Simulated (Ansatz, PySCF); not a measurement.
Al(Cl)(NCO)(OH) (CHAlClNO₂), SMILES O=C=[N][Al]([OH])[Cl]. Atoms are numbered in the order given.

```xyz
7

Al     0.0230     0.3383    -0.6654
Cl     2.0352    -0.0439    -1.0207
N     -0.7204    -0.2275     0.8303
C     -1.1626    -0.6408     1.8682
O     -1.6008    -1.0383     2.8736
O     -0.8378     1.1876    -1.8369
H     -1.7635     1.4323    -1.8065
```

Coordinates come from a PBE0-D3(BJ)/def2-SVP optimisation. The values are those of a single conformer.

Two levels are set side by side: PBE-D3(BJ)/def2-SVP (Ansatz, a quantum-chemistry and plane-wave program) and PBE0-D3(BJ)/def2-SVP (Ansatz). Each level has its own optimised geometry; the coordinates shown are those of the second. Frequencies come from the Hessian of PySCF at each geometry. Differences are taken from unrounded values.

```tsv
quantity	PBE0-D3(BJ)	PBE-D3(BJ)	PBE-D3(BJ) minus PBE0-D3(BJ)
mean bond length (Å)	1.475	1.489	0.013
bond Al1–Cl2 (Å)	2.079	2.091	0.013
bond Al1–N3 (Å)	1.764	1.774	0.011
bond Al1–O6 (Å)	1.684	1.702	0.019
bond N3–C4 (Å)	1.201	1.213	0.012
bond C4–O5 (Å)	1.167	1.181	0.015
bond O6–H7 (Å)	0.958	0.970	0.012
highest harmonic wavenumber (cm⁻¹)	3994	3816	-178
mean harmonic wavenumber (cm⁻¹)	868	835	-33
zero-point energy (kcal/mol)	18.62	17.90	-0.72
```

Exact exchange shortens and stiffens bonds; PBE has none. Differences between two approximate levels are no errors against the true value.
